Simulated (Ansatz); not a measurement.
Single points on the cluster Zn₂Br₄.

```yaml
crystal:
  periodic: [false, false, false]
  atoms:
    - {symbol: Zn, position_ang: [1.240042, 0.665185, -0.782703]}
    - {symbol: Zn, position_ang: [-1.223005, -0.682847, 0.794023]}
    - {symbol: Br, position_ang: [2.907636, 1.646538, -1.914779]}
    - {symbol: Br, position_ang: [-0.458115, 1.623262, 0.677600]}
    - {symbol: Br, position_ang: [0.508807, -1.649290, -0.620870]}
    - {symbol: Br, position_ang: [-2.975364, -1.602848, 1.846729]}
basis:
  gaussian: {orbitals: def2-TZVP, initial_orbitals: start.molden}
hamiltonian: {xc: {name: CAM-B3LYP}, dispersion: d4}
scf: {omitted_lower_state_checks: [starts]}
output: {orbitals: {seedname: orbitals}}
```

The file start.molden holds the orbitals of an earlier run on this structure, at another level or in another basis.

```sh
$ ansatz run in.yaml --threads 4 --pin off --events-out ev --progress --plain --max-ram 8704MiB
```

It prints (some lines left out):

```
Functional definition: CAM-B3LYP
  name "CAM-B3LYP"
  cite "Yanai, Tew & Handy, Chem. Phys. Lett. 393, 51 (2004) doi:10.1016/j.cplett.2004.06.011"
  cite "Iikura, Tsuneda, Yanai & Hirao, J. Chem. Phys. 115, 3540 (2001) doi:10.1063/1.1383587"
  cite "Becke, Phys. Rev. A 38, 3098 (1988) doi:10.1103/PhysRevA.38.3098"
  cite "Lee, Yang & Parr, Phys. Rev. B 37, 785 (1988) doi:10.1103/PhysRevB.37.785"
  cite "Vosko, Wilk & Nusair, Can. J. Phys. 58, 1200 (1980) doi:10.1139/p80-159"
  parameter alpha = 0.19
  parameter beta = 0.46
  parameter omega = 0.33/bohr
  parameter ac = 0.81
  # Exact exchange under (alpha + beta erf(omega r))/r, Becke's under what is left of 1/r.
  exchange = (1 - alpha - beta)*b88_x + beta*b88_x_sr(omega) + alpha*exact_x + beta*exact_x_lr(omega)
  correlation = (1 - ac)*vwn5_c + ac*lyp_c
these checks for a lower state are left out or cut short: starts
2114 factors; integrals over basis functions are off by at most 9.1e-4 eV
394 factors; integrals over basis functions are off by at most 2.3e-5 eV
mean field evaluation 1: about -377051.8927 eV, gradient 9.1e0 eV
mean field evaluation 2: about -377051.9976 eV, gradient 9.9e-2 eV
mean field evaluation 4: about -377052.1675 eV, gradient 7.3e-4 eV
mean field -377052.16749819 eV, -13856.4115804201 hartree, gradient 1.8e-5 eV, S^2 0.000000; 0 other end points of the search recorded, 0 dependent functions left out
reference -377052.16764426 eV, -13856.4115857880 hartree; 100, 100 occupied and 188, 188 virtual orbitals, 2114 factors
Total energy: -377052.46436838 eV, -13856.4224901982 hartree
Checks for a lower state left out: starts
```

Hardware: 4 threads of Arm Neoverse V1 on a shared host. Wall time 20 s, peak host memory 1.5 GiB.

First input, but with `gaussian: {orbitals: def2-TZVPD, initial_orbitals: start.molden}`, `hamiltonian: {xc: pbe, dispersion: d4}` (abridged; 10 s):

```
Functional definition: PBE
mean field -376975.71051760 eV, -13853.6018382078 hartree, gradient 2.7e-5 eV, S^2 0.000000
Total energy: -376976.02129746 eV, -13853.6132591569 hartree
Checks for a lower state left out: starts
```

The first input with `hamiltonian: {xc: {name: revPBE}, dispersion: d4}` (abridged; 6 s):

```
Functional definition: revPBE
mean field -377001.34134203 eV, -13854.5437536323 hartree, gradient 1.3e-5 eV, S^2 0.000000
Total energy: -377001.97011867 eV, -13854.5668607475 hartree
Checks for a lower state left out: starts
```

Geometry: r2SCAN-D4/def2-SVP.

The structure comes from a short search, and lower isomers may exist.
